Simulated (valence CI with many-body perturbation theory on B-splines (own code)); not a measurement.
## Basis-set convergence for Yb⁵⁷⁺

Computed by configuration interaction combined with many-body perturbation theory (CI+MBPT): three valence electrons over a frozen Dirac-Fock core [Ne], radial functions for each j: 9 s, 9 p, 8 d, 6 f, 3 g, 1 h, with the one-electron correlation potential Σ1 (screened to all orders), the two-electron term Σ2, the three-electron term Σ3, Breit, model QED; selected single and double excitations, second order for the rest, scaled by the run's own slope (own B-spline code, finite nucleus).

The last digits are not significant, and no measured levels were compared; by estimate large intervals hold to a few tenths of a per cent, small ones and those within an open d or f shell to about a per cent.

The reference run has the lowest level (3s^2 3p1/2) J=1/2 and an ionisation energy of 5861.61 eV. Its largest variational space holds 8451 state functions.

Levels are named by their leading jj configuration (3d3/2^4 stands for four electrons in 3d with j = 3/2), which in mixed levels can hold well under half, so a name can repeat and another be missing. Letters in brackets count levels of one name in rising energy.

Changed runs:
A. basis 6 s, 6 p, 5 d, 3 f, 1 g
B. basis 5 s, 5 p, 4 d, 2 f

Excitation energies of the reference run in cm⁻¹, and shifts in cm⁻¹:

| Level | Reference | A | B |
| --- | --- | --- | --- |
| (3s 3p1/2^2) J=1/2 | 1234330 | -22 | -54 |
| (3s^2 3p3/2) J=3/2 | 2251430 | -31 | -73 |
| (3s 3p1/2 3p3/2) J=3/2 [a] | 3261840 | -182 | -545 |
| (3s 3p1/2 3p3/2) J=5/2 | 3396820 | -47 | -129 |
| (3s 3p1/2 3p3/2) J=3/2 [b] | 3559460 | -1.4 | +11 |
| (3s 3p1/2 3p3/2) J=1/2 | 3634010 | +28 | +148 |
| (3s^2 3d3/2) J=3/2 | 4005010 | +287 | +926 |
| (3s^2 3d5/2) J=5/2 | 4452320 | +218 | +633 |
| (3p1/2^2 3p3/2) J=3/2 | 4776720 | -71 | -198 |
| (3s 3p1/2 3d3/2) J=3/2 [a] | 4884730 | -27 | -93 |
| (3s 3p1/2 3d3/2) J=5/2 | 4980580 | +92 | +214 |
| (3s 3p1/2 3d3/2) J=1/2 | 5178200 | +200 | +582 |
| Ionisation energy (eV) | 5861.61 | -0.02 | -0.07 |
